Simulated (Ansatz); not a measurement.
(SrS)n off: binding per atom (eV) at several levels, gas phase, relaxed structures; Ansatz. Clusters are the lowest isomers that short searches found in that spin, judged at the geometry's level. Core potentials for Sr in the def2 sets, no spin–orbit coupling. Binding counts from free atoms in the multiplicity of their measured ground term, without zero-point energy. Singlets are spin-restricted. A dash marks a value that wasn't run or was left out as unsound. The structures are stationary points that may keep the symmetry of their start. Correlated methods freeze inner cores and use unrestricted references for open shells. Remarks come from the PBE and PBE0 runs and from stability tests at other levels; not every state was tested.

```
species    state           geometry  PBE-D4/def2-SVP  PBE-D4/def2-TZVP  r2SCAN-D4/def2-TZVP  PBE0-D4/def2-SVP  PBE0-D4/def2-TZVP  RPA@PBE/def2-TZVP                        remarks
   SrS2  singlet  PBE0-D4/def2-TZVP             2.59              2.63                 2.62              2.46               2.51               1.85                              –
  Sr2S3  singlet  B3LYP-D4/def2-SVP             3.25              3.21                 3.26              3.16               3.13               2.49                              –
  Sr3S4  singlet    PBE-D4/def2-SVP             3.39              3.33                 3.41              3.32               3.27                  –                              –
  Sr5S4  singlet   PBE0-D4/def2-SVP             3.43              3.34                 3.47              3.39               3.31               2.70  restricted SCF unstable in HF
```
